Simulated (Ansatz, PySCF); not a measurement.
Breaking the Sn1–Cl3 bond in ClHSn (SMILES [Cl][SnH]) (multiplicity 1 held, fragments rigid). Energies count from the point at 2.396 Å.
Geometry at that point (charge 0, multiplicity 1):
```xyz
3

Sn    -0.305    -0.300     0.418
H     -1.422    -0.943    -0.819
Cl     0.980     0.939    -1.180
```

R- and RO- levels are restricted; in cc, def2 and unpolarised 6-31G sets they are followed outwards from rest. Unrestricted levels (U-) break spin symmetry where that is lower. Active spaces are followed from a long bond inwards. Left out are points that failed, MP2 points that dive below the minimum, coupled-cluster points behind a jump of the amplitudes or a sharp parting from full CI or MRCI, small-basis points behind a change of solution, and semi-empirical points at long bonds. Curves can end on different states.

Cores are frozen in the correlated methods. Filled d and f shells under p-block atoms count as core. Rows in LANL2DZ carry no dispersion term and start afresh at each structure. LANL2DZ brings its own core potentials from Na on.

The values were computed with Ansatz (a quantum-chemistry and plane-wave program); PySCF for LANL2DZ rows.  In def2 rows elements past Kr take small-core potentials, without spin–orbit coupling.

Energies in kJ/mol.

| R (Å) | R-B3LYP/LANL2DZ | R-B3LYP/def2-TZVPP | R-wB97X-V/def2-TZVPP | R-SCS-MP2/def2-TZVPP | U-SCS-MP2/def2-TZVPP | FIC-MRCISD+Q on CASSCF(6,4)/def2-TZVPP |
|---|---|---|---|---|---|---|
| 1.917 | 301 | 261 | 241 | 264 | 264 | 265 |
| 2.156 | 65 | 45 | 35 | 42 | 42 | 42 |
| 2.396 | 0 | 0 | 0 | 0 | 0 | 0 |
| 2.635 | 8 | 22 | 31 | 28 | 28 | 28 |
| 2.875 | 46 | 68 | 85 | 79 | 79 | 78 |
| 3.234 | 117 | 142 | 169 | 162 | 162 | 160 |
| 3.594 | 181 | 207 | 244 | 236 | 273 | 231 |
| 4.193 | 260 | 286 | 341 | 334 | 363 | 320 |
| 4.792 | 310 | 335 | 407 | 402 | 378 | 359 |
| 5.510 | 344 | 369 | 460 | 456 | 382 | 369 |
| 6.469 | left out | 391 | 503 | 492 | 383 | 370 |
| 7.667 | left out | 406 | 534 | 499 | 383 | 371 |

Doubts at one or more of the structures used: a restricted determinant that unrestricted orbitals would lower (R-B3LYP/def2-TZVPP, R-wB97X-V/def2-TZVPP, R-SCS-MP2/def2-TZVPP); a spin-contaminated determinant (U-SCS-MP2/def2-TZVPP); active orbitals that take no part (FIC-MRCISD+Q on CASSCF(6,4)/def2-TZVPP).
